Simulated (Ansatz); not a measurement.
Input file for Ansatz (an electronic-structure program): R-B3LYP-D3(BJ)/def2-TZVP on methylammonium (SMILES C[NH3+]). Charge +1.

Ansatz 0.2 input:
```yaml
crystal:
  periodic: [false, false, false]
  atoms:
    - {symbol: C, position_ang: [-0.72996310, 0.11106237, -0.02592414]}
    - {symbol: N, position_ang: [0.71268224, -0.11704012, -0.01164940]}
    - {symbol: H, position_ang: [-1.18039569, -0.51649354, -0.77046620]}
    - {symbol: H, position_ang: [-0.97561425, 1.14749526, -0.27079339]}
    - {symbol: H, position_ang: [-1.15833757, -0.14201404, 0.95682245]}
    - {symbol: H, position_ang: [0.98535910, -1.11652644, 0.25527153]}
    - {symbol: H, position_ang: [1.11706332, 0.48001387, 0.65774795]}
    - {symbol: H, position_ang: [1.14574727, 0.05877661, -0.89466207]}
basis:
  gaussian:
    orbitals: def2-TZVP
hamiltonian:
  xc: b3lyp
  dispersion: d3bj
total_charge: 1
relax: {f_tol: 0.003, max_steps: 120}
```

The log:

```
WARN ansatz: RAYON_NUM_THREADS=1 ignored (pool sized by the plan → 1); use --threads N
Functional definition: B3LYP
integrals: 0.02 GiB planned
599 factors; their error is unknown
mean field: 0.23 GiB planned
mean field evaluation 1: about -2604.7545 eV, gradient 8.6e1 eV
mean field evaluation 2: about -2596.4808 eV, gradient 1.0e2 eV
mean field evaluation 4: about -2619.1110 eV, gradient 4.4e0 eV
mean field evaluation 8: about -2619.1296 eV, gradient 4.3e-2 eV
mean field -2619.12964361 eV, -96.2512390928 hartree, gradient 3.1e-5 eV, S^2 0.000000; 0 other end points of the search recorded, 0 dependent functions left out
the calculation of the forces begins
reference -2619.12982890 eV, -96.2512459022 hartree; 9, 9 occupied and 89, 89 virtual orbitals, 599 factors
relax step   1: F+E_penalty+E_count = -2619.27813977 eV  Δ(F+E_penalty+E_count) = +0.000e0 eV  max|allowed force component| = 2.533e0 eV/Å  Δτ_max = 0.0000 Å  (23 SCF iters, accepted)
these checks for a lower state are left out or cut short: starts, cluster_reference, orbital_swaps, neighbouring_geometries, increment
integrals: 0.02 GiB planned
599 factors; their error is unknown
mean field: 0.23 GiB planned
mean field evaluation 16: about -2619.2781 eV, gradient 1.6e-2 eV
mean field -2619.25846643 eV, -96.2559732441 hartree, gradient 1.6e-5 eV, S^2 0.000000; 0 other end points of the search recorded, 0 dependent functions left out
the calculation of the forces begins
reference -2619.25865154 eV, -96.2559800469 hartree; 9, 9 occupied and 89, 89 virtual orbitals, 599 factors
relax step   2: F+E_penalty+E_count = -2619.40676544 eV  Δ(F+E_penalty+E_count) = -1.286e-1 eV  max|allowed force component| = 9.774e-1 eV/Å  Δτ_max = 0.0431 Å  (28 SCF iters, accepted)
these checks for a lower state are left out or cut short: starts, cluster_reference, orbital_swaps, neighbouring_geometries, increment
integrals: 0.02 GiB planned
599 factors; their error is unknown
mean field: 0.23 GiB planned
mean field -2619.28024700 eV, -96.2567736655 hartree, gradient 1.5e-5 eV, S^2 0.000000; 0 other end points of the search recorded, 0 dependent functions left out
the calculation of the forces begins
reference -2619.28043252 eV, -96.2567804829 hartree; 9, 9 occupied and 89, 89 virtual orbitals, 599 factors
relax step   3: F+E_penalty+E_count = -2619.42824503 eV  Δ(F+E_penalty+E_count) = -2.148e-2 eV  max|allowed force component| = 4.195e-2 eV/Å  Δτ_max = 0.0314 Å  (28 SCF iters, accepted)
these checks for a lower state are left out or cut short: starts, cluster_reference, orbital_swaps, neighbouring_geometries, increment
integrals: 0.02 GiB planned
599 factors; their error is unknown
mean field: 0.23 GiB planned
mean field evaluation 32: about -2619.2788 eV, gradient 1.7e-4 eV
mean field -2619.27882804 eV, -96.2567215194 hartree, gradient 8.6e-6 eV, S^2 0.000000; 0 other end points of the search recorded, 0 dependent functions left out
the calculation of the forces begins
reference -2619.27901368 eV, -96.2567283418 hartree; 9, 9 occupied and 89, 89 virtual orbitals, 599 factors
relax step   4: F+E_penalty+E_count = -2619.42699430 eV  Δ(F+E_penalty+E_count) = +1.251e-3 eV  max|allowed force component| = 2.100e-1 eV/Å  Δτ_max = 0.0134 Å  (27 SCF iters, rejected (line search))
these checks for a lower state are left out or cut short: starts, cluster_reference, orbital_swaps, neighbouring_geometries, increment
integrals: 0.02 GiB planned
599 factors; their error is unknown
mean field: 0.23 GiB planned
mean field -2619.28046482 eV, -96.2567816701 hartree, gradient 1.5e-5 eV, S^2 0.000000; 0 other end points of the search recorded, 0 dependent functions left out
the calculation of the forces begins
reference -2619.28065035 eV, -96.2567884883 hartree; 9, 9 occupied and 89, 89 virtual orbitals, 599 factors
relax step   5: F+E_penalty+E_count = -2619.42854247 eV  Δ(F+E_penalty+E_count) = -2.974e-4 eV  max|allowed force component| = 3.643e-3 eV/Å  Δτ_max = 0.0056 Å  (28 SCF iters, accepted)
these checks for a lower state are left out or cut short: starts, cluster_reference, orbital_swaps, neighbouring_geometries, increment
integrals: 0.02 GiB planned
599 factors; their error is unknown
mean field: 0.23 GiB planned
mean field -2619.28046620 eV, -96.2567817206 hartree, gradient 1.5e-5 eV, S^2 0.000000; 0 other end points of the search recorded, 0 dependent functions left out
the calculation of the forces begins
reference -2619.28065173 eV, -96.2567885388 hartree; 9, 9 occupied and 89, 89 virtual orbitals, 599 factors
relax step   6: F+E_penalty+E_count = -2619.42854545 eV  Δ(F+E_penalty+E_count) = -2.983e-6 eV  max|allowed force component| = 5.512e-4 eV/Å  Δτ_max = 0.0012 Å  (29 SCF iters, accepted)
integrals: 0.02 GiB planned
599 factors; their error is unknown
mean field: 0.23 GiB planned
mean field evaluation 64: about -2619.2805 eV, gradient 4.2e-2 eV
mean field -2619.28046620 eV, -96.2567817206 hartree, gradient 1.5e-5 eV, S^2 0.000000; 1 other end points of the search recorded, 0 dependent functions left out
the calculation of the forces begins
reference -2619.28065173 eV, -96.2567885388 hartree; 9, 9 occupied and 89, 89 virtual orbitals, 599 factors
Total energy: -2619.42873098 eV, -96.2622303511 hartree
Atom 0 at    -0.770084     0.101406    -0.026871 Å, force    -0.000211    -0.000159    -0.000091 eV/Å
Atom 1 at     0.724381    -0.121389     0.000499 Å, force    -0.000551     0.000308     0.000113 eV/Å
Atom 2 at    -1.198206    -0.557383    -0.776717 Å, force     0.000070    -0.000120    -0.000048 eV/Å
Atom 3 at    -0.954058     1.141415    -0.280038 Å, force     0.000196     0.000120    -0.000086 eV/Å
Atom 4 at    -1.166188    -0.129518     0.957677 Å, force     0.000130    -0.000014     0.000155 eV/Å
Atom 5 at     0.953054    -1.090957     0.235776 Å, force     0.000080     0.000041    -0.000086 eV/Å
Atom 6 at     1.178640     0.478755     0.694177 Å, force     0.000185    -0.000161    -0.000051 eV/Å
Atom 7 at     1.149002     0.082945    -0.908156 Å, force     0.000100    -0.000015     0.000094 eV/Å
Dipole moment:     0.454979    -0.067822     0.008337 e Å
```

The run converged.

Cost: around 4 core-seconds (rough).
